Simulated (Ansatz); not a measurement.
Reaction (formal exchange of groups at a C–Sn bond): `F[CH2][SnH2][SiH3]` + `S=CS` → `FCC(=S)S` + `[SiH3][SnH3]`

Isolated molecules relaxed with PBE0-D4/def2-TZVP in Ansatz; ΔE leaves out vibrations. CCSD(T)/CBS adds triple-zeta CCSD(T) − MP2 to the extrapolated MP2 energy (def2 sets, frozen cores). DFT in def2-TZVPP. Elements past krypton have def2 core potentials. For Sn outer-core shells are correlated without core-valence functions, which leaves a few kJ/mol of doubt a bond. Each species was taken in one conformer, which may not be the lowest.

`F[CH2][SnH2][SiH3]`:

```xyz
11

F     0.048   -1.414   -1.904
C     1.156   -0.856   -1.283
Sn    0.628   -0.221    0.730
Si   -1.597    1.043    0.653
H     1.952   -1.604   -1.261
H     1.490   -0.002   -1.878
H     1.901    0.768    1.308
H     0.535   -1.606    1.729
H    -1.922    1.596    1.994
H    -1.501    2.167   -0.317
H    -2.690    0.130    0.229
```

`S=CS`:

Z-matrix (Å, degrees):
```
C
S 1 1.613
S 1 1.720 2 128.9
H 1 1.092 2 121.4 3 180.0
H 3 1.347 1 96.2 2 -0.0
```

`FCC(=S)S`:

```xyz
8

F     0.130    1.624   -0.037
C    -0.493    0.496    0.454
C     0.052   -0.799   -0.092
S    -0.610   -2.199    0.396
S     1.357   -0.752   -1.211
H    -0.378    0.487    1.541
H    -1.556    0.556    0.206
H     1.499    0.587   -1.257
```

`[SiH3][SnH3]`:

```xyz
8

Si    1.185   -0.250    0.513
Sn   -1.122    0.236   -0.487
H     2.017    0.982    0.504
H     1.877   -1.300   -0.279
H     1.046   -0.722    1.916
H    -1.934    1.433    0.422
H    -2.088   -1.172   -0.495
H    -0.980    0.793   -2.094
```

| level | ΔE (kJ/mol) |
| --- | --- |
| PBE0-D4 | -22.0 |
| ωB97X-V | -20.6 |
| ωB97M-V | -19.8 |
| PBE | -17.3 |
| HF/def2-TZVPP | -18.9 |
| SCS-MP2/def2-QZVPP | -13.6 |
| HF/CBS(def2) | -18.7 |
| CCSD/CBS(def2) | -13.1 |

Task: What does CCSD(T)/CBS give? (An estimate is asked.)

Result: Computed: -14.0 kJ/mol. The listed levels differ from it by -8.0, -6.6, -5.8, -3.3, -4.9, 0.4, -4.7, 0.9 kJ/mol.

Largest T1 diagnostic among the species: 0.018.

From PBE to PBE0 (25 % exact exchange), in def2-TZVPP and without D4, ΔE moves by −3.3 kJ/mol. The D4 term adds −3.0 kJ/mol with B3LYP and −1.4 kJ/mol with PBE0; it sums over pairs of atoms, weighted by their polarisabilities, and B3LYP, whose exchange is more repulsive, gets the larger term.

B3LYP here is the variant with VWN-RPA as its local correlation; programs differ in this.
